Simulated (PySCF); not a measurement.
## Basis-set dependence of population analyses: `Cl/C=C\CB(Cl)Cl`

Compound: C₃H₄BCl₃.
Geometry (PBE0-D3(BJ)/def2-SVP, Å), atoms numbered from 1 in this order:
```
atom  x, y, z in Å
Cl1   -3.116   -0.047   -2.195
C2    -2.364   -0.548   -0.720
C3    -1.142   -1.078   -0.655
C4    -0.227   -1.323   -1.804
B5     1.073   -0.448   -1.865
Cl6    1.516    0.678   -0.601
Cl7    2.152   -0.610   -3.238
H8    -2.988   -0.382    0.160
H9    -0.784   -1.332    0.349
H10    0.119   -2.375   -1.810
H11   -0.758   -1.193   -2.762
```

PBE0 throughout (PySCF), one geometry, spherical d and f functions. Isolated species at its PBE0-D3(BJ)/def2-SVP geometry (one conformer only). Atoms taken as equivalent share a column and are averaged. The first 7 of 9 kinds of atom are listed.

Mulliken charges (e):

```json
{"basis": "STO-3G", "functions": "51", "Cl1": "-0.106", "C2": "-0.071", "C3": "-0.070", "C4": "-0.247", "B5": "+0.343", "Cl6/Cl7": "-0.150", "H8": "+0.117"}
{"basis": "6-31G", "functions": "83", "Cl1": "+0.100", "C2": "-0.455", "C3": "-0.042", "C4": "-0.547", "B5": "+0.063", "Cl6/Cl7": "-0.001", "H8": "+0.223"}
{"basis": "pcSseg-0", "functions": "83", "Cl1": "+0.016", "C2": "-0.366", "C3": "-0.166", "C4": "-0.870", "B5": "+0.596", "Cl6/Cl7": "-0.171", "H8": "+0.279"}
{"basis": "6-31G*", "functions": "118", "Cl1": "-0.004", "C2": "-0.326", "C3": "-0.080", "C4": "-0.525", "B5": "+0.200", "Cl6/Cl7": "-0.070", "H8": "+0.223"}
{"basis": "cc-pVDZ", "functions": "130", "Cl1": "-0.075", "C2": "-0.090", "C3": "-0.043", "C4": "-0.043", "B5": "+0.132", "Cl6/Cl7": "-0.079", "H8": "+0.077"}
{"basis": "def2-SVP", "functions": "130", "Cl1": "-0.117", "C2": "-0.028", "C3": "-0.087", "C4": "-0.056", "B5": "+0.102", "Cl6/Cl7": "-0.063", "H8": "+0.085"}
{"basis": "aug-cc-pVDZ", "functions": "209", "Cl1": "-0.272", "C2": "-0.072", "C3": "+1.322", "C4": "+0.543", "B5": "+0.436", "Cl6/Cl7": "-0.247", "H8": "-0.482"}
{"basis": "6-311+G(2d,p)", "functions": "237", "Cl1": "+0.101", "C2": "-0.399", "C3": "+0.476", "C4": "-1.029", "B5": "+0.600", "Cl6/Cl7": "-0.208", "H8": "+0.149"}
{"basis": "def2-TZVP", "functions": "259", "Cl1": "-0.100", "C2": "-0.069", "C3": "-0.168", "C4": "-0.257", "B5": "+0.192", "Cl6/Cl7": "-0.102", "H8": "+0.154"}
{"basis": "cc-pVTZ", "functions": "278", "Cl1": "-0.108", "C2": "-0.082", "C3": "-0.149", "C4": "-0.191", "B5": "+0.138", "Cl6/Cl7": "-0.073", "H8": "+0.140"}
{"basis": "IGLO-III", "functions": "312", "Cl1": "+0.024", "C2": "-0.121", "C3": "-0.098", "C4": "-0.439", "B5": "+0.294", "Cl6/Cl7": "-0.086", "H8": "+0.106"}
{"basis": "pcSseg-2", "functions": "329", "Cl1": "-0.131", "C2": "+0.037", "C3": "-0.191", "C4": "-0.043", "B5": "+0.311", "Cl6/Cl7": "-0.136", "H8": "+0.106"}
```

IAO charges (e):

```csv
basis,functions,Cl1,C2,C3,C4,B5,Cl6/Cl7,H8
STO-3G,51,-0.017,-0.177,-0.130,-0.396,+0.093,-0.012,+0.154
6-31G,83,-0.041,-0.184,-0.139,-0.435,+0.151,-0.039,+0.180
pcSseg-0,83,-0.036,-0.183,-0.140,-0.437,+0.156,-0.041,+0.176
6-31G*,118,-0.037,-0.176,-0.138,-0.426,+0.186,-0.052,+0.170
cc-pVDZ,130,-0.036,-0.175,-0.141,-0.428,+0.192,-0.053,+0.170
def2-SVP,130,-0.030,-0.172,-0.138,-0.424,+0.184,-0.048,+0.163
aug-cc-pVDZ,209,-0.039,-0.179,-0.145,-0.434,+0.196,-0.055,+0.175
"6-311+G(2d,p)",237,-0.034,-0.183,-0.145,-0.436,+0.191,-0.052,+0.175
def2-TZVP,259,-0.032,-0.184,-0.145,-0.436,+0.194,-0.053,+0.173
cc-pVTZ,278,-0.035,-0.182,-0.145,-0.437,+0.197,-0.055,+0.174
IGLO-III,312,-0.029,-0.185,-0.147,-0.437,+0.187,-0.050,+0.174
pcSseg-2,329,-0.033,-0.183,-0.145,-0.437,+0.193,-0.053,+0.174
```

Hirshfeld charges (e):

```tsv
basis	functions	Cl1	C2	C3	C4	B5	Cl6/Cl7	H8
STO-3G	51	-0.134	+0.038	-0.023	-0.062	+0.300	-0.141	+0.046
6-31G	83	-0.050	-0.038	-0.046	-0.126	+0.174	-0.069	+0.062
pcSseg-0	83	-0.028	-0.038	-0.048	-0.142	+0.163	-0.053	+0.054
6-31G*	118	-0.058	-0.032	-0.045	-0.122	+0.188	-0.077	+0.062
cc-pVDZ	130	-0.035	-0.038	-0.049	-0.143	+0.173	-0.060	+0.057
def2-SVP	130	-0.022	-0.041	-0.054	-0.153	+0.166	-0.050	+0.054
aug-cc-pVDZ	209	-0.020	-0.048	-0.063	-0.163	+0.177	-0.053	+0.060
6-311+G(2d,p)	237	-0.021	-0.049	-0.062	-0.157	+0.170	-0.052	+0.060
def2-TZVP	259	-0.025	-0.045	-0.059	-0.156	+0.175	-0.055	+0.060
cc-pVTZ	278	-0.028	-0.043	-0.055	-0.153	+0.176	-0.057	+0.060
IGLO-III	312	-0.007	-0.050	-0.066	-0.166	+0.168	-0.044	+0.058
pcSseg-2	329	-0.021	-0.046	-0.060	-0.161	+0.178	-0.054	+0.059
```

ESP-fitted charges (e):

| basis | functions | Cl1 | C2 | C3 | C4 | B5 | Cl6/Cl7 | H8 |
| --- | --- | --- | --- | --- | --- | --- | --- | --- |
| STO-3G | 51 | -0.139 | -0.044 | -0.084 | -0.129 | +0.522 | -0.226 | +0.121 |
| 6-31G | 83 | -0.076 | -0.250 | -0.121 | -0.001 | +0.346 | -0.175 | +0.214 |
| pcSseg-0 | 83 | -0.087 | -0.192 | -0.191 | -0.063 | +0.471 | -0.212 | +0.204 |
| 6-31G* | 118 | -0.034 | -0.345 | -0.076 | +0.088 | +0.193 | -0.120 | +0.234 |
| cc-pVDZ | 130 | -0.025 | -0.335 | -0.101 | +0.149 | +0.138 | -0.100 | +0.227 |
| def2-SVP | 130 | -0.021 | -0.312 | -0.134 | +0.184 | +0.122 | -0.092 | +0.217 |
| aug-cc-pVDZ | 209 | -0.025 | -0.358 | -0.082 | +0.145 | +0.160 | -0.108 | +0.236 |
| 6-311+G(2d,p) | 237 | -0.015 | -0.381 | -0.090 | +0.183 | +0.103 | -0.090 | +0.243 |
| def2-TZVP | 259 | -0.019 | -0.353 | -0.107 | +0.180 | +0.118 | -0.094 | +0.234 |
| cc-pVTZ | 278 | -0.026 | -0.336 | -0.107 | +0.169 | +0.132 | -0.098 | +0.228 |
| IGLO-III | 312 | -0.001 | -0.392 | -0.076 | +0.186 | +0.093 | -0.084 | +0.241 |
| pcSseg-2 | 329 | -0.031 | -0.328 | -0.114 | +0.163 | +0.173 | -0.113 | +0.226 |

Some averages cover members that differ in this geometry, most widely: Cl6/Cl7, Mulliken in aug-cc-pVDZ -0.262 to -0.232 e.

Which scheme is steadiest as the basis changes?

Largest range over the bases for any column: IAO 0.10 e, Hirshfeld 0.14 e, ESP-fitted 0.43 e, Mulliken 1.57 e. IAO charges move least and Mulliken charges most, counted in e. Without the minimal STO-3G basis the ranges are IAO 0.05, Hirshfeld 0.05, ESP-fitted 0.38, Mulliken 1.57 e.

How much do the charges still move between the two largest bases, IGLO-III and pcSseg-2?

At most, over all atoms: Mulliken 0.396 e, IAO 0.006 e, Hirshfeld 0.013 e, ESP-fitted 0.080 e.

What do the same runs give for the total energy, the frontier levels and the dipole moment?

| basis | energy (Eh) | HOMO (eV) | LUMO (eV) | μ (D) |
| --- | --- | --- | --- | --- |
| STO-3G | -1504.9343 | -5.83 | 0.56 | 2.12 |
| 6-31G | -1521.4707 | -7.35 | -1.44 | 2.12 |
| pcSseg-0 | -1519.7246 | -7.60 | -1.56 | 2.12 |
| 6-31G* | -1521.5570 | -7.20 | -1.30 | 1.80 |
| cc-pVDZ | -1521.6444 | -7.23 | -1.24 | 1.62 |
| def2-SVP | -1521.0878 | -7.20 | -1.13 | 1.51 |
| aug-cc-pVDZ | -1521.6570 | -7.36 | -1.44 | 1.63 |
| 6-311+G(2d,p) | -1521.6953 | -7.35 | -1.47 | 1.60 |
| def2-TZVP | -1521.7091 | -7.32 | -1.39 | 1.57 |
| cc-pVTZ | -1521.7267 | -7.32 | -1.36 | 1.60 |
| IGLO-III | -1521.7007 | -7.28 | -1.38 | 1.46 |
| pcSseg-2 | -1521.7363 | -7.37 | -1.44 | 1.63 |

The dipole is fixed by the density alone, so its range of 0.66 D shows that the density itself changes with the basis, not only its division among atoms.
